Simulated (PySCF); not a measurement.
Compound: H₄O₄Si.
Structure used (PBE0-D3(BJ)/def2-SVP), in Å, numbered top down from 1:
```
atom  x, y, z in Å
O1     0.428    1.329   -0.876
Si2    0.006   -0.008   -0.009
O3     1.217   -1.101   -0.238
O4    -1.488   -0.454   -0.542
O5    -0.138    0.196    1.620
H6    -0.301    1.916   -1.095
H7     1.654   -1.053   -1.092
H8    -2.003   -0.973    0.082
H9     0.683    0.130    2.116
```

All values: PBE0/def2-SVPD (PySCF, non-relativistic), on one gas-phase PBE0-D3(BJ)/def2-SVP geometry that isn't relaxed in the solvent. The solvent is an IEF-PCM continuum (Bondi radii, 1.10 Å for H, scaled by 1.2), and excitations are vertical TDDFT with non-equilibrium linear response and a frozen core. Specific hydrogen bonds and non-electrostatic terms are outside this model.

Gas-phase singlets (H = HOMO, L = LUMO):

```csv
state,E (eV),λ (nm),f,leading configurations
S1,7.699,161,0.011,H→L 97%
S2,7.741,160,0.013,H-1→L 97%
S3,8.524,145,0.101,"H-2→L 64%, H-3→L 23%"
S4,8.525,145,0.042,"H-3→L 53%, H-2→L 28%"
S5,9.002,138,0.011,"H→L+2 49%, H-1→L+1 36%"
```

Question: Give the list for benzene (ε = 2.271), n² = 2.25.

Answer: 
```
state  E (eV)  λ (nm)      f  leading configurations  change by rank (eV)
   S1   7.772     160  0.014                 H→L 97%               +0.073
   S2   7.813     159  0.017               H-1→L 97%               +0.072
   S3   8.579     145  0.185               H-2→L 93%               +0.055
   S4   8.605     144  0.000     H-3→L 80%, H→L+1 9%               +0.080
   S5   9.153     135  0.017  H→L+2 43%, H-1→L+1 30%               +0.151
```

Question: What are the lowest 5 singlets in chloroform (ε = 4.711)?

Answer: 
```json
{"state": "S1", "E (eV)": "7.817", "λ (nm)": "159", "f": "0.015", "leading configurations": "H→L 97%", "change by rank (eV)": "+0.118"}
{"state": "S2", "E (eV)": "7.858", "λ (nm)": "158", "f": "0.018", "leading configurations": "H-1→L 97%", "change by rank (eV)": "+0.117"}
{"state": "S3", "E (eV)": "8.633", "λ (nm)": "144", "f": "0.186", "leading configurations": "H-2→L 94%", "change by rank (eV)": "+0.109"}
{"state": "S4", "E (eV)": "8.660", "λ (nm)": "143", "f": "0.000", "leading configurations": "H-3→L 82%, H→L+1 8%", "change by rank (eV)": "+0.135"}
{"state": "S5", "E (eV)": "9.242", "λ (nm)": "134", "f": "0.019", "leading configurations": "H→L+2 34%, H-1→L+1 22%", "change by rank (eV)": "+0.240"}
```

Question: The ground-state energy changes by -0.351 eV from gas to chloroform. By how much does the total energy of gas-phase S1 change?

Answer: E(S1) = E(S0) + excitation energy, so it changes by -0.351 + 0.118 = -0.233 eV: it is lowered less than the ground state, which is what a blue shift means. This is the vertical state, with the slow part of the continuum still set for S0.

Question: How do the frontier levels move from gas to chloroform?

Answer: 
| orbital | gas (eV) | solvent (eV) | change (eV) |
| --- | --- | --- | --- |
| LUMO+2 | 1.07 | 1.30 | +0.23 |
| LUMO+1 | 1.07 | 1.30 | +0.23 |
| LUMO | -0.29 | -0.16 | +0.13 |
| HOMO | -9.29 | -9.28 | +0.01 |
| HOMO-1 | -9.33 | -9.32 | +0.01 |
| HOMO-2 | -10.05 | -10.05 | 0.00 |
| HOMO-3 | -10.22 | -10.21 | +0.01 |

The HOMO–LUMO gap goes from 9.00 to 9.12 eV.
